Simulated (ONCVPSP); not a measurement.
Os: one change to an ONCV potential, before and after

* Element: osmium
* Generator: ONCVPSP 4.0.1
* Type: optimised norm-conserving Vanderbilt (ONCV)
* Functional: PBEsol
* Relativity: fully relativistic
* Frozen core: [Kr] 4d10 4f14
* Valence charge: 16
* Reference configuration: 5s2 5p6 5d6 6s0.5 (charge +1.5)
* Partial waves: 5s+6s: rc 1.50 bohr, ncon 4, nbas 8, qcut 7.7 1/bohr, 2 projectors; 5p: rc 1.90 bohr, ncon 4, nbas 9, qcut 7.8 1/bohr, 2 projectors, debl 1.3 Ha; 5d: rc 2.35 bohr, ncon 4, nbas 8, qcut 8 1/bohr, 2 projectors, debl 3.3 Ha
* Local potential: polynomial inside 1.20 bohr (lpopt 4, dvloc0 0 Ha)
* Core correction: none

Open shells are filled in proportion to 2j + 1.

In the p channel the program set the typed energies aside and used -2.205, 0.250 Ha (j = l + 1/2; the other j can differ).

All-electron outer shells of the reference configuration (PBEsol, scalar-relativistic, ld1.x):

```tsv
shell	level (eV)	outermost node (bohr)	outermost maximum (bohr)
5s	-104.09	0.51	0.91
4f	-64.50	–	0.40
5p	-63.39	0.55	1.03
5d	-18.47	0.60	1.36
6s	-16.93	1.20	2.36
```

Change: p: rc 1.3.

Cutoffs: the cutoffs (Ha) at which the residual kinetic energy of the hardest occupied pseudo-wave falls to 1 and 0.1 mHa per electron; they do not see the model core or the augmentation charge, which bear on the density cutoff. Errors are all-electron minus pseudo energies relative to the spin-unpolarised reference configuration.

Q: Predict the effect on cutoff, ghosts and configuration errors.

A: The potential gets harder (24 Ha and 27 Ha → 28 Ha and 116 Ha); the errors of the 4 common tests hardly move; neither file shows a bound ghost. A smaller radius makes the pseudo-wave follow the all-electron one further in, where it bends more sharply, so more plane waves are needed.

| quantity | base | changed |
| --- | --- | --- |
| cutoff, loose | 24 Ha | 28 Ha |
| cutoff, tight | 27 Ha | 116 Ha |
| loose cutoff by channel | s 24 Ha, p 15 Ha, d 17 Ha | s 24 Ha, p 28 Ha, d 17 Ha |
| bound ghosts | none | none |
| GHOST(+) flags under 300 eV | s at 281.4 eV | s at 281.4 eV |
| error for 5s2 5p6 5d6 6s2, meV [ΔE -17.15 eV] | -0.7 | -0.6 |
| error for 5s2 5p6 5d6 6s1, meV [ΔE -7.52 eV] | -0.1 | -0.1 |
| error for 5s2 5p6 5d6 6s0, meV [ΔE 9.42 eV] | +0.2 | +0.3 |
| error for 5s2 5p6 5d7 6s1, meV [ΔE -16.84 eV] | -0.1 | -0.1 |
| s: phases at 1.52 bohr within 0.05 rad from the reference energy up to (Ha; the scan ends near 5) | to the end of the scan | to the end of the scan |
| d5/2: phases at 2.39 bohr within 0.05 rad from the reference energy up to (Ha; the scan ends near 5) | to the end of the scan | to the end of the scan |
| d3/2: phases at 2.39 bohr within 0.05 rad from the reference energy up to (Ha; the scan ends near 5) | to the end of the scan | to the end of the scan |
